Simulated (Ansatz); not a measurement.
Consider the formal exchange of groups at a C–F bond: `Fc1ccc(F)cc1` + CH₄ → `Cc1ccc(F)cc1` + H–F.

Gas-phase electronic energies from Ansatz, PBE0-D4/def2-TZVP geometries. CCSD(T)/CBS is the MP2 limit (def2-TZVPP, def2-QZVPP) plus CCSD(T) − MP2 in def2-TZVPP, frozen cores. This one scheme is used for every species. DFT in def2-TZVPP. B3LYP here is the variant with VWN-RPA as its local correlation; programs differ in this.

| level | ΔE (kJ/mol) | difference from CCSD(T)/CBS |
| --- | --- | --- |
| PBE-D4 | -24.3 | 18.4 |
| revPBE-D4 | -30.3 | 12.4 |
| B97M-V | -16.8 | 25.9 |
| PBE0-D4 | -30.2 | 12.5 |
| r2SCANh-D4 | -23.2 | 19.5 |
| B2PLYP | -27.0 | 15.7 |
| PBE-QIDH | -37.6 | 5.1 |
| PBE0 | -25.6 | 17.1 |
| B3LYP | -15.8 | 26.9 |
| LC-ωPBE | -24.6 | 18.1 |
| CCSD(T)/def2-SVP | -25.9 | 16.8 |
| HF/def2-TZVPP | -19.0 | 23.7 |
| CCSD/def2-TZVPP | -36.4 | 6.3 |
| CCSD(T)/def2-TZVPP | -37.8 | 4.9 |
| HF/def2-QZVPP | -19.6 | 23.1 |
| CCSD/CBS(def2) | -41.4 | 1.3 |
| CCSD(T)/CBS | -42.7 | 0 |

What do rigid-rotor, harmonic-oscillator terms from PBE0-D4/def2-TZVP frequencies (298.15 K, 1 bar) make of the CCSD(T)/CBS value? (An estimate is asked.)

Computed: ΔZPE = +0.3 kJ/mol, ΔH = -40.8 kJ/mol, ΔS = 28 J/(mol·K), ΔG = -49.1 kJ/mol. Modes under 50 cm⁻¹ make the entropy rough.

Largest T1 diagnostic among the species: 0.011.

In def2-TZVPP, CCSD(T) changes the Hartree–Fock value by −18.8 kJ/mol (the triples alone add −1.4 kJ/mol) and MP2 by −30.7 kJ/mol. From r2SCAN to r2SCAN0 (25 % exact exchange), in def2-TZVPP and without D4, ΔE moves by −6.6 kJ/mol.
